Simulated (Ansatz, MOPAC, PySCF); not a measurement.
Species: prop-2-enylboronic acid, C$_{3}$H$_{7}$BO$_{2}$, net charge 0, singlet state. SMILES: C=CCB(O)O
Coordinates optimised at B3LYP-D3(BJ)/def2-TZVP (Ansatz, a quantum-chemistry and plane-wave program):
```
C
H 1 1.0913
H 1 1.0988 2 106.96
C 1 1.4998 2 110.70 3 -118.63
C 4 1.3276 1 125.17 2 -6.12
H 5 1.0825 4 121.51 1 -178.85
H 5 1.0845 6 116.90 4 179.94
H 4 1.0861 5 119.04 6 -0.42
B 1 1.5790 2 110.13 3 115.68
O 9 1.3702 1 118.30 2 -7.89
H 10 0.9627 9 116.19 1 -178.88
O 9 1.3715 10 123.67 11 0.36
H 12 0.9620 9 116.41 10 1.05
```

Property: enthalpy of formation at 298 K, in kcal/mol. Terms: 6-31G* and kin with 6d, 5d where marked; UHF or UKS for open shells; non-relativistic; valence correlation only; dispersion terms only where a functional's name holds one; spin-orbit terms left out. Basis-set limits of correlation are two-point, X^-3; Hartree-Fock from the larger set. First-principles rows: single points at B3LYP-D3(BJ) geometries (Ansatz), with unscaled harmonic terms from B3LYP/6-31G* (Ansatz) at its own minima, enthalpies of formation by atomisation with measured atoms. Semi-empirical rows: MOPAC heats of formation at their own minima for 298 K.

Coupled cluster (Ansatz) is a level with limits of its own, used here on species with T1 under 0.025 (0.045 for open shells) and stable references: CCSD(T)/CBS(cc-pVTZ,cc-pVQZ).

Value to compare with, CCSD(T)/CBS(cc-pVTZ,cc-pVQZ) (Ansatz): -142.0 kcal/mol.

| level | program | enthalpy of formation at 298 K (kcal/mol) | difference |
|---|---|---|---|
| PM3 | MOPAC | -152.4 | -10.4 |
| HF/3-21G | Ansatz | 258.4 | 400.4 |
| SVWN5/6-31G* | Ansatz | -335.0 | -193.0 |
| PBE/6-31G* | Ansatz | -165.6 | -23.6 |
| B3LYP/6-31G* | Ansatz | -126.9 | 15.1 |
| B3LYP/6-31+G* | Ansatz | -118.0 | 24.0 |
| B3LYP/def2-SVP | Ansatz | -144.9 | -2.9 |
| PBE0/6-31G* | Ansatz | -137.1 | 4.9 |
| M06-2X/6-31G* (5d) | PySCF | -140.1 | 1.9 |
| MP2/6-31G* | Ansatz | -57.4 | 84.6 |
| B3LYP-D3(BJ)/def2-TZVPD | Ansatz + dftd3 | -142.7 | -0.7 |

Among the 10 habitual levels, HF/3-21G lies farthest from CCSD(T)/CBS(cc-pVTZ,cc-pVQZ) (Ansatz) (400.4 kcal/mol) and M06-2X/6-31G* (5d) nearest (1.9); 6 of 10 lie above it, and their mean absolute difference is 76.1 kcal/mol, the median 19.4. One case shows no general order.

The levels are drawn from those run, B3LYP/6-31G* more often than the rest, none by its result; left out are runs that failed, that the program found above a lower state of the same kind, or whose <S^2> lies over 0.5 above the pure value.
